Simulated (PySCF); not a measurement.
Gas-phase reaction: WF₆ + NH₃ = WF₄NH + 2 H + F₂

Method: PySCF energies plus ideal-gas RRHO corrections (1 bar). † marks an energy on the PBE0/def2-TZVP geometry and frequencies. Open shells (unrestricted): H (multiplicity 2); the rest are closed-shell singlets. W: scalar-relativistic def2 core potential, no spin-orbit coupling. WF₄NH: computed as isolated molecules; such fragments, hydroxides, amides, oligomers or adducts are transient or little studied in the gas.

```json
[
 {"level": "BLYP/def2-TZVP†", "ΔH°(298 K), kJ": "(withheld)"},
 {"level": "HF/def2-TZVP†", "ΔH°(298 K), kJ": "1012"},
 {"level": "PBE0/def2-QZVP†", "ΔH°(298 K), kJ": "(withheld)"},
 {"level": "r2SCAN/def2-TZVP†", "ΔH°(298 K), kJ": "1104"},
 {"level": "LDA/def2-TZVP†", "ΔH°(298 K), kJ": "1152"},
 {"level": "ωB97X-V/def2-TZVP†", "ΔH°(298 K), kJ": "(withheld)"}
]
```

### Question
Some entries are withheld; supply them.

### Answer

- BLYP/def2-TZVP†, ΔH°(298 K), kJ: 1062
- PBE0/def2-QZVP†, ΔH°(298 K), kJ: 1086
- ωB97X-V/def2-TZVP†, ΔH°(298 K), kJ: 1090
